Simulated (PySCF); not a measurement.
Working out the ionisation energy of Co⁺

Co⁺ [Ar] 3d8 (3F) → Co²⁺ [Ar] 3d7 (4F). All numbers are calculated (PySCF 2.14, the non-relativistic Hamiltonian (point nucleus), in def2-TZVPPD (6s6p4d2f1g, 67 functions)). Frozen: [Ar]. Energies in hartree (1 hartree = 27.21139 eV):

```tsv
part	Co⁺ (lower)	Co²⁺ (upper)
UHF	-1381.109254	-1380.581815
CCSD correlation	-0.256200	-0.176858
(T)	-0.008166	-0.003094
```

Task: What does Hartree-Fock give?

Result: (-1380.581815) − (-1381.109254) = 0.527439 hartree = 14.352 eV.

Task: What do CCSD and CCSD(T) give?

Result: The CCSD correlation energies differ by 0.079342 hartree = 2.159 eV and the triples by 0.005072 hartree = 0.138 eV, so CCSD gives 16.511 eV and CCSD(T) 16.649 eV.

A first-order spin-orbit estimate adds -0.010 eV to CCSD(T) (valence), giving 16.639 eV against 17.084 eV (measured; NIST Atomic Spectra Database, ionization energies).

The calculation is non-relativistic.

What remains against the reference includes basis incompleteness, the frozen core and higher excitations.
